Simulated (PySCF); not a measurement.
Task: Write a Z-matrix for InChI=1S/CH6BBrSi/c3-2-1-4/h2H,1H2,4H3 as optimised with PBE0-D3(BJ)/def2-SVP.

Result: 
Z-matrix in Å and degrees, rows numbered from 1:
```
Si
C   1  1.9023
B   2  1.5395  1  108.63
Br  3  1.9145  2  120.98  1   -91.10
H   1  1.4936  2  110.35  3   -56.76
H   1  1.4922  2  110.26  3    63.81
H   1  1.4941  2  109.02  3  -176.31
H   2  1.1028  1  105.21  3   119.79
H   2  1.1013  1  106.16  3  -123.09
H   3  1.2057  2  123.35  1    85.27
```

Si1 (SiH3 silicon) is tetrahedral (angles from 108.9° to 110.4°). B3 (three-coordinate boron) is planar (angles 123.4°, 121.0° and 115.6°, sum 359.9°, 0.03 Å off the plane of its three neighbours).

The calculation used PBE0-D3(BJ)/def2-SVP geometry optimisation, gas phase in PySCF 2.14.0.

Point group: C1 (no symmetry element, even within 0.4 Å). Stationary, but not proved a minimum. The numbers are those of one conformer (Si1–C2–B3–Br4 -91°).
